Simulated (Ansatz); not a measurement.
Compare A (`[CH3][Sn]([OH])([Cl])[Cl]`) with its isomer B (`C[O][SnH]([Cl])[Cl]`).

Gas-phase electronic energies from Ansatz, PBE0-D4/def2-TZVP geometries. CCSD(T)/CBS adds triple-zeta CCSD(T) − MP2 to the extrapolated MP2 energy (def2 sets, frozen cores). DFT in def2-TZVPP. def2 core potentials past Kr. For Sn outer-core shells are correlated without core-valence functions, which leaves a few kJ/mol of doubt a bond. One conformer a species, not always the lowest.

Which isomer does CCSD(T)/CBS put lower? Give the gap. (An estimate is asked.)

Ansatz gave: A, by 25.3 kcal/mol.

Give E(B) − E(A) in kcal/mol with MP2/def2-TZVPP, B2PLYP, BLYP-D4, CCSD(T)/def2-SVP, CCSD/def2-TZVPP, r2SCAN-D4, CCSD(T)/def2-TZVPP. (Best estimate.)

Ansatz gave: MP2/def2-TZVPP 26.9, B2PLYP 24.1, BLYP-D4 22.6, CCSD(T)/def2-SVP 18.7, CCSD/def2-TZVPP 24.3, r2SCAN-D4 24.1, CCSD(T)/def2-TZVPP 24.6. None reverses the order clearly.

Does the order hold for the free energy at 298.15 K (harmonic terms from PBE0-D4)? (Best estimate.)

Ansatz gave: Yes: G(B) − G(A) = +25.5 kcal/mol, for one conformer each. Modes under 60 cm⁻¹, often nearly free rotors, make the harmonic entropy too high.

Largest T1 diagnostic: 0.013.

At CCSD(T), def2-SVP lies −6.7 kcal/mol from the extrapolated value and def2-TZVPP −0.8 kcal/mol. In def2-TZVPP, CCSD(T) changes the Hartree–Fock value by +3.3 kcal/mol (the triples alone add +0.3 kcal/mol) and MP2 by +5.6 kcal/mol.
